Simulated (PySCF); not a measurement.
Simulated absorption spectrum

Compound: C6H10O2.
Atom-mapped SMILES: `[CH3:1][CH:2]([CH3:3])[O:4]/[CH:5]=[CH:6]\[CH:7]=[O:8]` (hydrogens: H9, H10, H11 on C1; H12 on C2; H13, H14, H15 on C3; H16 on C5; H17 on C6; H18 on C7)

Computed with TDDFT PBE0/def2-SVPD, vertical, gas phase, core orbitals frozen in the response (PySCF 2.14.0, density-fitted response routines). One conformer (not necessarily the lowest) at the GFN2-xTB geometry, without solvent, vibrations or thermal averaging. Torsions of this conformer, `[CH3:1][CH:2]([CH3:3])[O:4]/[CH:5]=[CH:6]\[CH:7]=[O:8]`: C1–C2–O4–C5 -159°, C2–O4–C5–C6 -174°, C5–C6–C7–O8 -179°.

Each state is given a Gaussian of 0.3 eV full width at half maximum, with ε(max) = 2.175×10⁸ f / Δν̃ (Δν̃ the width in cm⁻¹). The width is an assumption, not a result. The curve ends short of the highest state used, and states not computed would add to its high-energy end.

```tsv
E (eV)	ε (L mol⁻¹ cm⁻¹)
3.20	0
3.35	2
3.49	13
3.63	29
3.77	20
3.91	4
4.05	0
4.20	0
4.34	0
4.48	0
4.62	0
4.76	3
4.91	267
5.05	4723
5.19	24935
5.33	39354
5.47	18565
5.61	2618
5.76	84
5.90	1
6.04	0
6.18	17
6.32	199
6.47	777
```

Question: Locate the maxima and give the states behind the curve.

Answer: 339 nm (3.65 eV), ε about 30, made up of S1 (100%); 233 nm (5.31 eV), ε about 40000, made up of S2 (100%) (ε in L mol⁻¹ cm⁻¹; maxima over ε = 5, shares over 10%). At its high-energy end, 6.47 eV, the curve is still rising (ε about 780, from S3). The states used: S1 3.65 eV (f 0.0003); S2 5.31 eV (f 0.442); S3 6.54 eV (f 0.0091); S4 6.67 eV (f 0.0025); S5 6.99 eV (f 0.0050); S6 7.07 eV (f 0.0044).

Question: What would ε be at 5.31 eV, the highest of these maxima, with half the width (0.15 eV)?

Answer: About 79300 L mol⁻¹ cm⁻¹ against 39700, a factor of about 2.00; a lone state at its own centre would give exactly 2.

Question: Coming from long wavelengths, where does ε first pass 100 L mol⁻¹ cm⁻¹?

Answer: At about 254 nm (4.87 eV), 1.22 eV above S1.

Question: On this curve, what absorbance would a 10⁻⁵ mol/L sample give at 222 nm over a 1 cm path?

Answer: 222 nm is 5.585 eV, where ε is about 4100 L mol⁻¹ cm⁻¹, so A = ε c l ≈ 0.041 (Beer–Lambert, with the gas-phase spectrum and the assumed width).
